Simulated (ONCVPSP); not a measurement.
# In: ONCV pseudisation with PBE, scalar-relativistic reference atom.

ONCVPSP 4.0.1 was run on this input:

```
# ATOM AND REFERENCE CONFIGURATION
# atsym  z   nc   nv     iexc    psfile
  In 49.00    8    3        4      upf
#
#   n    l    f
    1    0    2.00
    2    0    2.00
    2    1    6.00
    3    0    2.00
    3    1    6.00
    3    2   10.00
    4    0    2.00
    4    1    6.00
    4    2   10.00
    5    0    2.00
    5    1    1.00
#
# PSEUDOPOTENTIAL AND OPTIMIZATION
# lmax
    2
#
#   l,   rc,      ep,       ncon, nbas, qcut
    0    2.10    0.00    4    8    3.10
    1    2.65    0.00    3    7    2.70
    2    1.60    0.00    4    9   10.80
#
# LOCAL POTENTIAL
# lloc, lpopt,  rc(5),   dvloc0
    4    5    1.20    0.00
#
# VANDERBILT-KLEINMAN-BYLANDER PROJECTORs
# l, nproj, debl
    0    2    2.80
    1    2    2.00
    2    2    1.80
#
# MODEL CORE CHARGE
# icmod, fcfact, rcfact
    3    2.50    1.30
#
# LOG DERIVATIVE ANALYSIS
# epsh1, epsh2, depsh
   -2.00    5.00    0.02
#
# OUTPUT GRID
# rlmax, drl
    6.00    0.01
#
# TEST CONFIGURATIONS
# ncnf
    4
# nvcnf
#   n    l    f
    3
    4    2   10.00
    5    0    2.00
    5    1    0.00
#
    3
    4    2   10.00
    5    0    1.00
    5    1    0.00
#
    3
    4    2   10.00
    5    0    0.00
    5    1    0.00
#
    3
    4    2   10.00
    5    0    1.00
    5    1    1.00
#
```

Command:

```bash
oncvpsp.x < In.dat > In.out
```

Output (shortened: citation, most of the input echo, consistency checks and plot data are left out):

```
ONCVPSP  (Optimized Norm-Conservinng Vanderbilt PSeudopotential)
scalar-relativistic version 4.0.1

#   n    l    f        energy (Ha)
    1    0    2.00    -1.0199550E+03
    2    0    2.00    -1.5271681E+02
    2    1    6.00    -1.3706868E+02
    3    0    2.00    -2.8979330E+01
    3    1    6.00    -2.3855262E+01
    3    2   10.00    -1.5901853E+01
    4    0    2.00    -4.3974108E+00
    4    1    6.00    -2.8712316E+00
    4    2   10.00    -6.8439220E-01
    5    0    2.00    -3.0176496E-01
    5    1    1.00    -9.2560952E-02

Reference configufation results
  iterations    22
  all-electron total energy (Ha)   -5.88163595D+03

Begin loop to  construct optimized pseudo wave functions
and semi-local pseudopoentials for all angular momenta

   Wellstate for l =  0  n =  7
     eigenvalue =   2.4982
     asymptotic potential =   2.9982
     half-point radius =  3.7762

Calculating optimized projector #   1

 for l=   0

    Fraction of norm inside rc  0.330686
    Optimizing pswf for qcut=   3.10 a_B^-1,  ecut=   4.80 Ha
    Residual kinetic energy error=  1.78D-03 Ha

    Energy error per electron        Cutoff
         Ha          eV             Ha
         0.01000     0.27211        3.40
         0.00100     0.02721        5.81
         0.00010     0.00272       29.77
         0.00001     0.00027       38.34

Calculating optimized projector #   2

 for l=   0

    Fraction of norm inside rc  0.122515
    Optimizing pswf for qcut=   3.10 a_B^-1,  ecut=   4.80 Ha
    Residual kinetic energy error=  8.67D-02 Ha

    Energy error per electron        Cutoff
         Ha          eV             Ha
         0.01000     0.27211        8.42
         0.00100     0.02721       20.67
         0.00010     0.00272       39.83
         0.00001     0.00027       46.34

   Wellstate for l =  1  n =  7
     eigenvalue =   1.9074
     asymptotic potential =   2.4074
     half-point radius =  4.6278

Calculating optimized projector #   1

 for l=   1

    Fraction of norm inside rc  0.267544
    Optimizing pswf for qcut=   2.70 a_B^-1,  ecut=   3.66 Ha
    Residual kinetic energy error=  3.38D-04 Ha

    Energy error per electron        Cutoff
         Ha          eV             Ha
         0.01000     0.27211        0.90
         0.00100     0.02721        1.93
         0.00010     0.00272       10.59
         0.00001     0.00027       24.99

Calculating optimized projector #   2

 for l=   1

    Fraction of norm inside rc  0.169639
    Optimizing pswf for qcut=   2.70 a_B^-1,  ecut=   3.66 Ha
    Residual kinetic energy error=  3.57D-02 Ha

    Energy error per electron        Cutoff
         Ha          eV             Ha
         0.01000     0.27211        5.31
         0.00100     0.02721       17.68
         0.00010     0.00272       30.58
         0.00001     0.00027       50.41

   Wellstate for l =  2  n =  5
     eigenvalue =   1.1156
     asymptotic potential =   1.6156
     half-point radius =  2.7136

Calculating optimized projector #   1

 for l=   2

    Fraction of norm inside rc  0.821054
    Optimizing pswf for qcut=  10.80 a_B^-1,  ecut=  58.29 Ha
    Residual kinetic energy error=  2.80D-08 Ha

    Energy error per electron        Cutoff
         Ha          eV             Ha
         0.01000     0.27211       29.54
         0.00100     0.02721       37.05
         0.00010     0.00272       43.32
         0.00001     0.00027       48.50

Calculating optimized projector #   2

 for l=   2

    Fraction of norm inside rc  0.138537
    Optimizing pswf for qcut=  10.80 a_B^-1,  ecut=  58.29 Ha
    Residual kinetic energy error=  4.04D-08 Ha

    Energy error per electron        Cutoff
         Ha          eV             Ha
         0.01000     0.27211       27.79
         0.00100     0.02721       36.13
         0.00010     0.00272       43.04
         0.00001     0.00027       48.75

Construct Vanderbilt / Kleinmman-Bylander projectors

B matrix Hermiticity error, ll=   0
   1   2   -1.7618E-04

  Orthonormal projector coefficients  9.9912E+00  1.1648E+00

B matrix Hermiticity error, ll=   1
   1   2   -7.4867E-05

  Orthonormal projector coefficients  5.9610E+00  7.2497E-01

B matrix Hermiticity error, ll=   2
   1   2    2.9578E-04

  Orthonormal projector coefficients -6.7935E-01 -1.7164E-01

Model core correction analysis
  based on d2Exc/dn_idn_j

d2excae - all-electron derivatives

   -2.109837D-02   -6.560175D-03   -2.602300D-03
   -6.559520D-03   -2.659527D-02   -2.090575D-02
   -2.601668D-03   -2.090320D-02   -2.572095D-02

d2excps - pseudofunction derivatives with no core correction

   -3.310746D-02   -7.531637D-03   -2.987189D-03
   -7.530789D-03   -2.749500D-02   -2.114326D-02
   -2.986534D-03   -2.114107D-02   -2.577872D-02

rms 2nd derivative error    4.045951E-03

rmatch, rhocmatch    0.9522   11.3044

Teter function model core charge with specified parameters

d2excps - pseudofunction derivatives with core correction

   -2.727706D-02   -7.416774D-03   -2.937179D-03
   -7.415960D-03   -2.742367D-02   -2.111918D-02
   -2.936523D-03   -2.111698D-02   -2.577001D-02

rms 2nd derivative error    2.125184E-03

Pseudoatom total energy  -56.957609

Diagnostic tests using Vanderbilt-Kleinman-Bylander pseudopotentials
  1 or more projectors used as specified by nproj input data

   l    rcore       rmatch      e in        delta e   norm test  slope test

   0   2.1098058   2.1738641  -0.3017650  -0.0000010   1.0000326   1.0001611
   0   2.1098058   2.1738641   2.4982350   0.0000136   1.0002640   1.0002640

   1   2.6641810   2.7450713  -0.0925610   0.0000197   1.0000773   0.9979085
   1   2.6641810   2.7450713   1.9074390   0.0001348   1.0000323   1.0000323

   2   1.6022688   1.6509171  -0.6843922  -0.0000229   1.0001506   1.0001491
   2   1.6022688   1.6509171   1.1156078  -0.0000224   1.0003095   1.0003095

 Testing for bound ghosts
   n   l    E NL Schr. Eq   E Basis Diag.   E Cutoff

       0                       -3.272552     58.52  WARNING - GHOST(-)
   1   0       -0.301766       -0.297857     58.52

   2   1       -0.092541       -0.085760     31.07

   3   2       -0.684415       -0.684115    172.93

 Testing for highly-localized positive-energy ghosts
       l    <radius>/rc     E Basis Diag.   E Cutoff

       1        0.803941        0.657630     31.07  WARNING - GHOST(+)

Test configuration 0

   n   l     f        eae           eps        diff
   1   0  2.0000-1019.95496395
   2   0  2.0000 -152.71680934
   2   1  6.0000 -137.06867834
   3   0  2.0000  -28.97933047
   3   1  6.0000  -23.85526208
   3   2 10.0000  -15.90185308
   4   0  2.0000   -4.39741076
   4   1  6.0000   -2.87123162
   4   2 10.0000   -0.68439220   -0.68441507   -2.29D-05
   5   0  2.0000   -0.30176496   -0.30176597   -1.01D-06
   5   1  1.0000   -0.09256095   -0.09254125    1.97D-05

    Total energies and differences
      AE_ref= -5.88163595D+03  AE_tst= -5.88163595D+03  dif=  0.00D+00
      PS_ref= -5.69576085D+01  PS_tst= -5.69576085D+01  dif= -2.13D-14
      PSP excitation error=  2.13D-14

Test configuration 1

   n   l     f        eae           eps        diff
   1   0  2.0000-1020.23088656
   2   0  2.0000 -152.99126966
   2   1  6.0000 -137.34330486
   3   0  2.0000  -29.25359294
   3   1  6.0000  -24.12953529
   3   2 10.0000  -16.17605630
   4   0  2.0000   -4.67171257
   4   1  6.0000   -3.14569823
   4   2 10.0000   -0.95816598   -0.95768291    4.83D-04
   5   0  2.0000   -0.54849627   -0.54858248   -8.62D-05

    Total energies and differences
      AE_ref= -5.88163595D+03  AE_tst= -5.88143885D+03  dif=  1.97D-01
      PS_ref= -5.69576085D+01  PS_tst= -5.67604920D+01  dif=  1.97D-01
      PSP excitation error= -1.51D-05

Test configuration 2

   n   l     f        eae           eps        diff
   1   0  2.0000-1020.62443740
   2   0  2.0000 -153.38008447
   2   1  6.0000 -137.73238653
   3   0  2.0000  -29.64280069
   3   1  6.0000  -24.51873439
   3   2 10.0000  -16.56498989
   4   0  2.0000   -5.06106775
   4   1  6.0000   -3.53499747
   4   2 10.0000   -1.34244364   -1.33954822    2.90D-03
   5   0  1.0000   -0.86991953   -0.86932445    5.95D-04

    Total energies and differences
      AE_ref= -5.88163595D+03  AE_tst= -5.88073196D+03  dif=  9.04D-01
      PS_ref= -5.69576085D+01  PS_tst= -5.60536420D+01  dif=  9.04D-01
      PSP excitation error=  1.57D-05

Test configuration 3

psatom: WARNING lschvkbb convergence error n,l,iter=   2   1   4
ea(ii),et,emin,emax -1.000967E-01 -1.101064E-01 -1.101064E-01 -1.101064E-01
run_config: WARNING for fully non-local PS atom, stg. 1
 WARNING no output for configuration 4

Test configuration 4

   n   l     f        eae           eps        diff
   1   0  2.0000-1020.29110303
   2   0  2.0000 -153.04997764
   2   1  6.0000 -137.40196562
   3   0  2.0000  -29.31310589
   3   1  6.0000  -24.18902460
   3   2 10.0000  -16.23541793
   4   0  2.0000   -4.73189678
   4   1  6.0000   -3.20579344
   4   2 10.0000   -1.01571742   -1.01384419    1.87D-03
   5   0  1.0000   -0.58462466   -0.58416940    4.55D-04
   5   1  1.0000   -0.33863575   -0.33860337    3.24D-05

    Total energies and differences
      AE_ref= -5.88163595D+03  AE_tst= -5.88119655D+03  dif=  4.39D-01
      PS_ref= -5.69576085D+01  PS_tst= -5.65183183D+01  dif=  4.39D-01
      PSP excitation error=  1.09D-04
```

Note: ghosts flagged at negative energy: s at -89.1 eV; GHOST(+) flagged for p at 17.9 eV. A true bound ghost makes a file unfit for plane-wave use.

The run took about 4 s on one core of a shared server CPU.
